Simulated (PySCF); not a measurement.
# SMILES CC[Si@H]1CO[SiH2][Se]1, C3H10OSeSi2

Geometry (Å), atoms numbered from 1 in this order:
```xyz
17

C    -2.7532   -0.4385    0.4303
C    -1.6713    0.4440   -0.1758
Si   -0.0049   -0.4640   -0.2196
C     1.4185    0.6735   -0.8449
O     2.6115    0.4328   -0.1474
Si    2.7725   -0.1106    1.3623
Se    0.7145   -1.0122    1.8735
H    -2.9120   -1.3228   -0.1816
H    -3.6963    0.0986    0.5093
H    -2.4576   -0.7650    1.4260
H    -1.5865    1.3588    0.4138
H    -1.9627    0.7397   -1.1838
H    -0.0491   -1.6762   -1.0490
H     1.6221    0.4943   -1.9018
H     1.1533    1.7301   -0.7349
H     3.0075    0.9741    2.3051
H     3.7867   -1.1449    1.3018
```

Level of theory: GIAO KT3/pcSseg-1 magnetisability, rotational g tensor and spin-rotation constants, non-relativistic, gas phase in PySCF 2.14.0. Geometry: GFN2-xTB.

The calculation is non-relativistic, which matters for the atoms heavier than Zn.

**Question.** How diamagnetic is it, and how anisotropic?

**Answer.** Isotropic -1698 × 10⁻³⁰ J/T², or -102.3 × 10⁻⁶ cm³/mol; principal values -1745, -1713, -1636 × 10⁻³⁰ J/T², anisotropy 96 × 10⁻³⁰ J/T² (root of half the summed squared differences of the principal values). The susceptibility is in cgs units.

**Question.** Split it along the inertial axes a, b, c into diamagnetic and paramagnetic parts about the centre of mass, with the quadrupole moment.

**Answer.** 
```csv
axis,χ (10⁻⁶ cm³/mol),diamagnetic (10⁻⁶ cm³/mol),paramagnetic (10⁻⁶ cm³/mol),summed x² of all electrons (Å²),quadrupole Θ (D Å)
a,-104.0,-750.4,646.4,298.8,+3.96
b,-99.4,-1411.1,1311.6,143.1,-0.80
c,-103.3,-1874.9,1771.6,33.8,-3.17
```
Anisotropies 2χaa − χbb − χcc = -5.3 and 2χbb − χaa − χcc = +8.5 × 10⁻⁶ cm³/mol. Θ is traceless in Buckingham's convention.

**Question.** And the rotational g tensor?

**Answer.** 
| axis | rotational constant (GHz) | g | nuclear part | electronic part |
| --- | --- | --- | --- | --- |
| a | 1.8336 | -0.0194 | 0.5374 | -0.5568 |
| b | 0.9694 | -0.0111 | 0.5863 | -0.5974 |
| c | 0.6764 | -0.0060 | 0.5569 | -0.5629 |

Asymmetric top; isotopes 12C, 1H, 16O, 80Se, 28Si; no vibrational averaging.
